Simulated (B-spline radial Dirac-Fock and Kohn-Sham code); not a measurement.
## Binding energies of Cs

System: atomic cesium in the configuration [Xe] 6p1 (not the ground configuration); nuclear rms radius 4.8041 fm (A = 133).

Input of the calculation (task.json; shells as n, l, electrons):

```json
{"items": [{
  "Z": 55,
  "q": 0,
  "cfg": [[1, 0, 2], [2, 0, 2], [2, 1, 6], [3, 0, 2], [3, 1, 6], [3, 2, 10], [4, 0, 2], [4, 1, 6], [4, 2, 10], [5, 0, 2], [5, 1, 6], [6, 1, 1]],
  "A": 133,
  "rrms": 4.8041,
  "do": ["binding"]
}]}
```

Command: `python xray_run.py task.json out`

Calculated with a radial finite-basis atomic code, using Dirac-Fock ΔSCF + Breit + QED. Electron correlation is not included. Energies are counted from the vacuum level.

All terms are in eV, carry their sign (relaxation lowers the binding energy) and add up to the binding energy; ⟨r⟩ is the mean radius of the orbital in the initial state.

| subshell | −ε (Koopmans) | relaxation | Breit | self-energy | vacuum polarisation | binding energy | ⟨r⟩ (bohr) |
| --- | --- | --- | --- | --- | --- | --- | --- |
| K | 36190.6 | -69.71 | -86.74 | -51.71 | 7.38 | 35989.8 | 0.026 |
| L1 | 5780.4 | -37.76 | -8.37 | -6.53 | 0.86 | 5728.6 | 0.112 |
| L2 | 5423.0 | -41.50 | -14.09 | 0.39 | -0.01 | 5367.8 | 0.094 |
| L3 | 5069.4 | -40.01 | -9.18 | -0.21 | -0.05 | 5020.0 | 0.100 |
| M1 | 1247.1 | -17.07 | -1.22 | -1.35 | 0.17 | 1227.7 | 0.297 |
| M2 | 1096.9 | -17.66 | -2.21 | 0.08 | -0.01 | 1077.1 | 0.288 |
| M3 | 1027.4 | -17.04 | -1.26 | -0.03 | -0.01 | 1009.0 | 0.299 |
| M4 | 766.6 | -18.81 | -0.71 | 0.13 | -0.01 | 747.2 | 0.271 |
| M5 | 752.0 | -18.56 | -0.33 | 0.09 | -0.01 | 733.2 | 0.274 |
| N1 | 255.1 | -6.73 | -0.17 | -0.28 | 0.04 | 247.9 | 0.695 |
| N2 | 198.9 | -6.51 | -0.35 | 0.03 | 0.00 | 192.0 | 0.722 |
| N3 | 184.6 | -6.24 | -0.16 | 0.00 | 0.00 | 178.2 | 0.747 |
| N4 | 91.08 | -5.75 | -0.01 | 0.03 | 0.00 | 85.35 | 0.831 |
| N5 | 88.67 | -5.65 | 0.05 | 0.02 | 0.00 | 83.09 | 0.841 |
| O1 | 36.81 | -1.65 | -0.01 | -0.04 | 0.01 | 35.11 | 1.771 |
| O2 | 20.98 | -1.51 | -0.03 | 0.01 | 0.00 | 19.45 | 2.022 |
| O3 | 19.15 | -1.42 | 0.00 | 0.00 | 0.00 | 17.73 | 2.109 |
| P2,3 | 2.30 | 0.00 | 0.00 | 0.00 | 0.00 | 2.30 | 8.350 |

For the deepest level, K (1s), the Breit terms make up -0.241 % of the binding energy, QED -0.123 % and orbital relaxation -0.194 %.

Spin-orbit splittings: 2p 347.8 eV, 3p 68.06 eV, 3d 13.95 eV, 4p 13.86 eV, 4d 2.26 eV, 5p 1.72 eV.
